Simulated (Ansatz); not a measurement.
WS₄⁺. The state is a doublet with charge 1. Geometry PBE-D4/def2-SVP, that of the neutral singlet; atoms count from 1.

| atom | x (Å) | y (Å) | z (Å) |
| --- | --- | --- | --- |
| W1 | 0.304 | 0.263 | 0.240 |
| S2 | -0.839 | 1.845 | 1.145 |
| S3 | 1.865 | 1.022 | -1.050 |
| S4 | -0.792 | -1.220 | -1.156 |
| S5 | -0.539 | -1.910 | 0.822 |

In the def2 sets W takes a core potential; there is no spin–orbit coupling. The structure comes from a short search, and lower isomers may exist.

Estimate the Mulliken populations from the PBE0/def2-TZVP orbitals of Ansatz.


| atom | charge (e) | spin (α − β) | d electrons |
| --- | --- | --- | --- |
| W1 | 0.91 | -0.20 | 4.15 |
| S2 | -0.03 | 0.20 | – |
| S3 | -0.06 | 0.04 | – |
| S4 | 0.13 | 0.48 | – |
| S5 | 0.05 | 0.48 | – |
Mulliken values depend strongly on the basis.

Where does the spin sit?

Summed by element: W -0.20, S 1.20, of 1 unpaired in all. Largest on single atoms: S4 0.48, S5 0.48, W1 -0.20.

And the Mayer bond orders between heavy atoms (over 0.3)?

W1–S2 2.21 (2.15 Å); W1–S3 2.20 (2.16 Å); W1–S4 0.98 (2.31 Å); W1–S5 0.77 (2.40 Å); S4–S5 1.41 (2.11 Å).
